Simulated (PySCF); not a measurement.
H₅AsSi, charge +1, doublet, geometry from GFN2-xTB (a state made from the parent by changing its charge; the spin is typed, not shown lowest); BLYP/6-31G in PySCF.

The PySCF input:
```python
from pyscf import gto, scf, dft

mol = gto.M(
    atom='''
Si   -1.704726    0.108979    0.273784
As    0.822269   -0.038870   -0.188629
H    -2.207446   -0.828925   -0.733907
H    -1.917601    1.540678    0.041462
H    -1.708387   -0.347691    1.671795
H     1.178827   -1.338193    0.453419
H     1.385881    0.731116    0.959020
''',
    basis='6-31g',
    charge=1,
    spin=1,
    verbose=4,
)

mf = dft.UKS(mol)
mf.xc = 'blyp'
mf.kernel()
mf.analyze()
```

**Question.** Predict the main parts of the log of this PySCF run.

**Answer.** 
```
PySCF version 2.14.0

[INPUT] verbose = 4
[INPUT] num. atoms = 7
[INPUT] num. electrons = 51
[INPUT] charge = 1
[INPUT] spin (= nelec alpha-beta = 2S) = 1
[INPUT] symmetry False subgroup None
[INPUT] Mole.unit = angstrom
[INPUT] Symbol           X                Y                Z      unit          X                Y                Z       unit  Magmom
[...]
nuclear repulsion = 156.424781901553
number of shells = 28
number of NR pGTOs = 156
number of NR cGTOs = 50
basis = 6-31g
ecp = {}

******** <class 'pyscf.dft.uks.UKS'> ********
method = UKS
initial guess = minao
damping factor = 0
level_shift factor = 0
DIIS = <class 'pyscf.scf.diis.CDIIS'>
diis_start_cycle = 1
diis_space = 8
diis_damp = 0
SCF conv_tol = 1e-09
SCF conv_tol_grad = None
SCF max_cycles = 50
direct_scf = True
direct_scf_tol = 1e-13
number electrons alpha = 26  beta = 25
XC library pyscf.dft.libxc version 7.1.2
    S. Lehtola, C. Steigemann, M. J. T. Oliveira, and M. A. L. Marques,  SoftwareX 7, 1–5 (2018)
XC functionals = blyp
    A. D. Becke,  Phys. Rev. A 38, 3098 (1988)
    C. Lee, W. Yang, and R. G. Parr,  Phys. Rev. B 37, 785 (1988)
    B. Miehlich, A. Savin, H. Stoll, and H. Preuss,  Chem. Phys. Lett. 157, 200 (1989)
radial grids:
    Treutler-Ahlrichs [JCP 102, 346 (1995); DOI:10.1063/1.469408] (M4) radial grids

becke partition: Becke, JCP 88, 2547 (1988); DOI:10.1063/1.454033
pruning grids: <function nwchem_prune>
grids dens level: 3
symmetrized grids: False
atomic radii adjust function: <function treutler_atomic_radii_adjust>
small_rho_cutoff = 0
Set gradient conv threshold to 3.16228e-05
tot grids = 88648
init E= -2527.06281915443

cycle= 1 E= -2527.62379662468  delta_E= -0.561  |g|= 0.129  |ddm|= 1.63
cycle= 2 E= -2527.6232752443  delta_E= 0.000521  |g|= 0.129  |ddm|=  0.5
cycle= 3 E= -2527.63771527133  delta_E= -0.0144  |g|= 0.0221  |ddm|= 0.28
cycle= 4 E= -2527.63830566475  delta_E= -0.00059  |g|= 0.0087  |ddm|= 0.071
cycle= 5 E= -2527.63836130677  delta_E= -5.56e-05  |g|= 0.00207  |ddm|= 0.0152
cycle= 6 E= -2527.63836452159  delta_E= -3.21e-06  |g|= 0.000277  |ddm|= 0.00441
cycle= 7 E= -2527.6383646275  delta_E= -1.06e-07  |g|= 9.12e-05  |ddm|= 0.000866
cycle= 8 E= -2527.63836463878  delta_E= -1.13e-08  |g|= 3.33e-05  |ddm|= 0.00032
cycle= 9 E= -2527.63836463988  delta_E= -1.1e-09  |g|= 6.29e-06  |ddm|= 8.13e-05
cycle= 10 E= -2527.63836463992  delta_E= -4.09e-11  |g|= 1.09e-06  |ddm|= 1.75e-05
[...]
converged SCF energy = -2527.63836463993  <S^2> = 0.75085087  2S+1 = 2.0008507
Total Energy =                       -2527.638364639929023
[...]
spin_pop of  0 Si 4py       0.00013
spin_pop of  0 Si 4pz       0.00077
spin_pop of  1 As 1s        0.00000
spin_pop of  1 As 2s        0.00000
spin_pop of  1 As 3s        0.00006
spin_pop of  1 As 4s        0.07476
spin_pop of  1 As 5s       -0.00008
spin_pop of  1 As 2px       0.00000
spin_pop of  1 As 2py       0.00000
spin_pop of  1 As 2pz       0.00000
spin_pop of  1 As 3px       0.00003
spin_pop of  1 As 3py       0.00000
spin_pop of  1 As 3pz       0.00005
spin_pop of  1 As 4px       0.27030
spin_pop of  1 As 4py       0.02789
spin_pop of  1 As 4pz       0.45520
spin_pop of  1 As 5px       0.00251
spin_pop of  1 As 5py       0.00069
spin_pop of  1 As 5pz       0.00278
spin_pop of  1 As 3dxy      0.00001
spin_pop of  1 As 3dyz     -0.00005
spin_pop of  1 As 3dz^2    -0.00001
spin_pop of  1 As 3dxz     -0.00002
spin_pop of  1 As 3dx2-y2   -0.00004
spin_pop of  1 As 4dxy      0.00000
spin_pop of  1 As 4dyz     -0.00003
spin_pop of  1 As 4dz^2    -0.00002
spin_pop of  1 As 4dxz     -0.00001
spin_pop of  1 As 4dx2-y2   -0.00001
spin_pop of  2 H 1s       -0.00335
spin_pop of  2 H 2s        0.00009
spin_pop of  3 H 1s       -0.00181
spin_pop of  3 H 2s        0.00009
spin_pop of  4 H 1s        0.04003
spin_pop of  4 H 2s        0.00020
spin_pop of  5 H 1s       -0.00413
spin_pop of  5 H 2s        0.00049
spin_pop of  6 H 1s       -0.00427
spin_pop of  6 H 2s        0.00048
 ** Mulliken Spin Density (per atom)  **
spin density of  0 Si =      0.13815
spin density of  1 As =      0.83403
spin density of  2 H =     -0.00326
spin density of  3 H =     -0.00171
spin density of  4 H =      0.04023
spin density of  5 H =     -0.00364
spin density of  6 H =     -0.00379
 ** Mulliken pop alpha/beta on meta-lowdin orthogonal AOs **
 ** Mulliken pop       alpha | beta **
In total            26.00000 | 25.00000
 ** Mulliken atomic charges   ( Nelec_alpha | Nelec_beta ) **
charge of  0Si =      0.38248  (     6.87783      6.73969 )
charge of  1As =      0.41556  (    16.70923     15.87520 )
charge of  2H =      0.02129  (     0.48773      0.49099 )
charge of  3H =      0.02116  (     0.48856      0.49027 )
charge of  4H =      0.02816  (     0.50604      0.46580 )
charge of  5H =      0.06581  (     0.46528      0.46892 )
charge of  6H =      0.06554  (     0.46533      0.46912 )

WARN: System has nonzero charge 1; the dipole moment is origin-dependent.
Location of origin: [0. 0. 0.]

Dipole moment(X, Y, Z, Debye): -1.27617, -0.09051,  0.88831
```
